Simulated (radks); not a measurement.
Q: Sc II, 20 electrons, occupied as [Ar] 4s2 (not the ground configuration). Calculated with a radial shooting solver on a logarithmic mesh with Libxc functionals: Dirac Kohn-Sham, LDA (Slater exchange, Perdew-Wang correlation), spin-unpolarised, spherical densities, finite nucleus; Fermi nuclear charge, rms radius 3.5459 fm. Some entries of the table are withheld. Estimate them.

orbital  occ.  eigenvalue (Ry)  <1/r> (bohr^-1)
1s1/2       2        -323.1970            20.72
2s1/2       2        -35.76507            4.293
2p1/2       2        -29.74371              (1)
2p3/2       4        -29.40382              (2)
3s1/2       2         -4.94258              (3)
3p1/2       2         -3.39456            1.207
3p3/2       4         -3.35489            1.197
4s1/2       2              (4)           0.4196

A: 
(1) 2p1/2 <1/r> (bohr^-1): 4.229
(2) 2p3/2 <1/r> (bohr^-1): 4.180
(3) 3s1/2 <1/r> (bohr^-1): 1.325
(4) 4s1/2 eigenvalue (Ry): -0.84207
